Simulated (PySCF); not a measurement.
**Nuclear quadrupole coupling in `CS[C@@H]1[SiH2]O[SiH2]C1=O`**

C₃H₈O₂SSi₂.
Cartesian coordinates in Å at the GFN2-xTB level; atoms count from 1:
```
atom  x, y, z in Å
C1     2.4052   -1.1074    0.0179
S2     1.1417   -0.3097    1.0496
C3     0.3083    0.7335   -0.2061
Si4   -0.9489    1.8592    0.6828
O5    -2.1926    0.8034    0.7474
Si6   -2.1117   -0.6802    0.0369
C7    -0.4461   -0.3888   -0.8780
O8    -0.0015   -0.9991   -1.8293
H9     3.1764   -0.3846   -0.2351
H10    2.8256   -1.9180    0.6038
H11    1.9332   -1.4973   -0.8825
H12    1.0755    1.1937   -0.8266
H13   -1.3284    2.9727   -0.1771
H14   -0.5670    2.1618    2.0516
H15   -2.0551   -1.6797    1.0907
H16   -3.2222   -0.7505   -0.8983
```

Field gradients from the PBE0/pcSseg-1 density (PySCF, non-relativistic), principal values in atomic units, ordered |Vxx| ≤ |Vyy| ≤ |Vzz|:

```tsv
atom	Vxx	Vyy	Vzz
S2	0.4289	2.4527	-2.8816
O5	-0.3267	-0.6358	0.9625
O8	0.5664	1.4038	-1.9702
```

Problem. Find the asymmetry η = (Vxx − Vyy)/Vzz and the couplings χ = eQV/h (234.96 MHz × Q in barn × V in au), with Q(33S) = −0.0678 b, Q(17O) = −0.0256 b.

Solution. 
```csv
atom,environment,nucleus,η,χzz (MHz),χxx (MHz),χyy (MHz)
S2,sulfide sulfur,33S,0.70,45.91,-6.83,-39.07
O5,siloxane oxygen,17O,0.32,-5.79,1.97,3.82
O8,carbonyl oxygen,17O,0.43,11.85,-3.41,-8.44
```

Problem. What is Vzz at S2 in SI units (1 au = 9.71736 × 10²¹ V/m²)?

Solution. -2.8816 au = -28.002 × 10²¹ V/m².

Problem. And the gradient at the other heavy atoms, for which no coupling is worked out here?

Solution. 
```
atom                 environment  Vzz (au)     η
  C1             S-methyl carbon     0.314  0.18
  C3  sp3 carbon bound to sulfur     0.314  0.58
 Si4        oxygen-bound silicon     0.552  0.65
 Si6        oxygen-bound silicon     0.657  0.39
  C7             carbonyl carbon     0.548  0.31
```

Problem. What couplings would deuterons (Q(2H) = 0.00286 b) have in place of the hydrogens, at this geometry?

Solution. 
```tsv
atom	bonded to	bond length (Å)	Vzz (au)	η	χzz (kHz)
H9	C1	1.087	0.3133	0.04	211
H10	C1	1.085	0.3179	0.05	214
H11	C1	1.089	0.2949	0.05	198
H12	C3	1.089	0.3135	0.04	211
H13	Si4	1.457	0.1629	0.00	109
H14	Si4	1.453	0.1654	0.00	111
H15	Si6	1.454	0.1672	0.03	112
H16	Si6	1.454	0.1664	0.01	112
```

Isolated species at its GFN2-xTB geometry (one conformer only). GFN2-xTB bond lengths can be off by several hundredths of an ångström, more for odd bonds, and the gradients follow them. A larger basis could move these couplings by a tenth or more.

These values come from a run that also computed NMR shieldings. The run took 35 s wall on an Arm Neoverse V2 with one thread, shared host, and the process peaked at 0.89 GiB of memory.
